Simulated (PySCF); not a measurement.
## From a computed spectrum to the compound

A species of 7 atoms with charge 3 has these harmonic modes (PBE0, small Gaussian bases with core potentials, PySCF 2.14.0):

```
cm⁻¹  km/mol  symmetry
  86     1.1          
 112    28.1          
 114    36.0          
 306   234.4          
 357   318.9          
 511   142.8          
 555    54.4          
 881    33.7          
 882    33.3          
1544    81.1          
1556     5.4          
3276  2426.4          
3318    14.8          
3383   780.7          
3383   787.1
```

Problem. Which species is it, and in which structure?

Solution. [Tl(H2O)2]3+ (singlet):
```xyz
7

Tl   -0.0001   -0.0125    0.0000
O    -0.0073    0.1079    2.0818
H     0.7322    0.5700    2.5850
H    -0.4465   -0.5974    2.6501
O     0.0079    0.0625   -2.0825
H     0.4515   -0.6517   -2.6363
H    -0.7268    0.5181   -2.5982
```
Ideal gas at 298.15 K and 1 bar: S = 332.4 J/(mol K), Cp = 85.9 J/(mol K), H − H(0 K) = 19.0 kJ/mol (rigid rotor, harmonic modes, spin degeneracy alone). 
 The answer isn't unique; the calculation gave this one.
